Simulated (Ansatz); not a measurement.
The cluster Cu₄Se₂, 6 atoms. Hardware: 4 threads of AMD EPYC 9R45 on a shared host.

The 6-31G sets use Cartesian d functions.

How many basis functions does each of these Ansatz runs have, and roughly what does it cost? PBE-D4/def2-SVP, charge 1 doublet at the geometry of the charge 0 singlet, energy, from earlier orbitals; B3LYP-D4/def2-SVP, charge 0 singlet, relaxation, 15 steps; r2SCAN0-D4/def2-TZVP, charge 0 singlet, energy, from earlier orbitals; PBE-D4/def2-TZVPD, charge 0 singlet, energy, from earlier orbitals; PBE0-D4/def2-TZVP, charge 0 singlet, energy, from earlier orbitals; PBE0-D4/def2-SVP, charge 0 singlet, energy, from earlier orbitals; PBE-D4/def2-SVP, charge -1 doublet at the geometry of the charge 0 singlet, energy, from earlier orbitals; r2SCAN-D4/def2-TZVP, charge 0 singlet, energy and forces, from earlier orbitals; PBE0-D4/def2-TZVPD, charge 0 singlet, energy, from earlier orbitals; r2SCANh-D4/def2-TZVP, charge 0 singlet, energy, from earlier orbitals; r2SCAN0-D4/def2-SVP, charge 1 doublet at the geometry of the charge 0 singlet, energy, from earlier orbitals; HF/6-31G, charge 0 singlet, energy.

Other jobs shared the machine, so times can vary by a factor of up to 3. A dash marks memory too small to be measured apart from the calling script's.

```
                                                                                                         run  functions  fitting or Cholesky vectors  wall time  peak host memory (GiB)
                                                                          HF/6-31G, charge 0 singlet, energy        174                         1628        2 s                    0.73
   PBE-D4/def2-SVP, charge -1 doublet at the geometry of the charge 0 singlet, energy, from earlier orbitals        188                         2228      2.6 s                       –
    PBE-D4/def2-SVP, charge 1 doublet at the geometry of the charge 0 singlet, energy, from earlier orbitals        188                         2228        3 s                       –
                                           PBE0-D4/def2-SVP, charge 0 singlet, energy, from earlier orbitals        188                         1998        3 s                    0.81
                                          PBE-D4/def2-TZVPD, charge 0 singlet, energy, from earlier orbitals        306                         2722      3.1 s                    0.92
                             r2SCAN-D4/def2-TZVP, charge 0 singlet, energy and forces, from earlier orbitals        276                         2586      6.5 s                     0.8
                                          PBE0-D4/def2-TZVP, charge 0 singlet, energy, from earlier orbitals        276                         2536      6.5 s                     1.4
                                         PBE0-D4/def2-TZVPD, charge 0 singlet, energy, from earlier orbitals        306                         2630      7.5 s                     1.8
                                       r2SCANh-D4/def2-TZVP, charge 0 singlet, energy, from earlier orbitals        276                         2536        8 s                     1.5
                                       r2SCAN0-D4/def2-TZVP, charge 0 singlet, energy, from earlier orbitals        276                         2536      8.5 s                     1.5
r2SCAN0-D4/def2-SVP, charge 1 doublet at the geometry of the charge 0 singlet, energy, from earlier orbitals        188                         1998       12 s                     1.4
                                                   B3LYP-D4/def2-SVP, charge 0 singlet, relaxation, 15 steps        188                         2175       48 s                    0.86
```
